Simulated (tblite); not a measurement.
Species: C2H10BN.
Geometry (GFN2-xTB, Å), atoms numbered from 1 in this order:
```xyz
14
C2H10BN angstrom
B      2.0066   -0.3779   -0.0710
N      0.4850    0.1467   -0.4145
C     -0.5608   -0.4325    0.4241
C     -1.9477    0.0849    0.0649
H      2.7132    0.1942   -0.8439
H      1.9957   -1.5579   -0.2403
H      2.2151   -0.0698    1.0614
H      0.5011    1.1574   -0.3142
H      0.3197   -0.0750   -1.3919
H     -0.5136   -1.5171    0.3095
H     -0.3196   -0.1978    1.4625
H     -2.0034    1.1653    0.1882
H     -2.6948   -0.3689    0.7101
H     -2.1970   -0.1573   -0.9670
```

Calculated harmonic vibrations of the isolated species, GFN2-xTB (tblite), most abundant isotopes, no scaling. This tight-binding method is rough: wavenumbers can miss measured ones by several per cent, in bad cases by 10 to 20. Modes of hydrogen on boron can be 10 to 20 % off. One conformer, not necessarily the lowest.

Harmonic wavenumbers (cm⁻¹): 102.9, 190.2, 227.5, 234.5, 381.4, 645.9, 673.0, 822.8, 883.9, 937.4, 952.6, 1014.3, 1069.0, 1125.3, 1149.1, 1172.7, 1213.7, 1255.9, 1256.6, 1288.6, 1321.3, 1415.7, 1482.3, 1497.9, 1499.3, 1522.9, 2431.0, 2441.1, 2461.1, 2992.0, 3003.3, 3027.3, 3031.2, 3058.5, 3376.6, 3388.1.

A = 23248, B = 3655, C = 3438 MHz; mass 59.091 u (most abundant isotopes); point group Cs, symmetry number 1.

Question: What is the zero-point energy?

Answer: ½Σν̃ = 27273 cm⁻¹ = 326.26 kJ/mol.

Question: What is S at 298.15 K and 1 bar for an ideal gas of classical rigid rotors and harmonic oscillators?

Answer: Translation 159.73, rotation 102.56, vibration 51.15: S = 313.4 J/(mol K).

Question: And Cp and H(298.15 K) − H(0)?

Answer: Cp = 97.54 J/(mol K), of which vibrations give 64.28 (their classical limit is 36 R = 299.3); H(298.15 K) − H(0) = 18.73 kJ/mol without the zero-point energy, 8.82 from vibrations.

Question: Blend soft modes into free rotors: weight 1/[1 + (100 cm⁻¹/ν̃)⁴] for the oscillator and the rest for a rotor with moment μB/(μ + B), μ = h/(8π²ν), B = 10⁻⁴⁴ kg m². What vibrational entropy results?

Answer: 50.07 J/(mol K) in place of 51.15, which changes −T·S at 298.15 K by +0.32 kJ/mol.

Question: Which modes carry the vibrational entropy at 298.15 K?

Answer: 102.9 cm⁻¹: 14.22; 190.2 cm⁻¹: 9.31; 227.5 cm⁻¹: 7.94; 234.5 cm⁻¹: 7.72; 381.4 cm⁻¹: 4.32; 645.9 cm⁻¹: 1.58 J/(mol K); the other 30 give 6.05 together.

Question: How do the functions run with temperature in this model?

Answer: 
| T (K) | S (J/(mol K)) | Cp (J/(mol K)) | H − H(0) (kJ/mol) | G − H(0) (kJ/mol) | ln q(vib) |
| --- | --- | --- | --- | --- | --- |
| 150 | 260.3 | 63.4 | 6.99 | -32.06 | 0.90 |
| 250 | 297.4 | 84.8 | 14.35 | -60.01 | 2.03 |
| 400 | 346.1 | 126.1 | 30.12 | -108.32 | 3.85 |
| 600 | 406.8 | 174.5 | 60.41 | -183.69 | 6.48 |
| 900 | 487.8 | 224.2 | 120.79 | -318.20 | 10.56 |

q(vib) and H(0) count from the zero-point level.

Hindered rotation and anharmonicity are outside this model. Other conformers, if any are populated, would add a mixing term that is left out.

Run on one thread, x86-64 server (shared host). This covers the Hessian and the dipole derivatives.
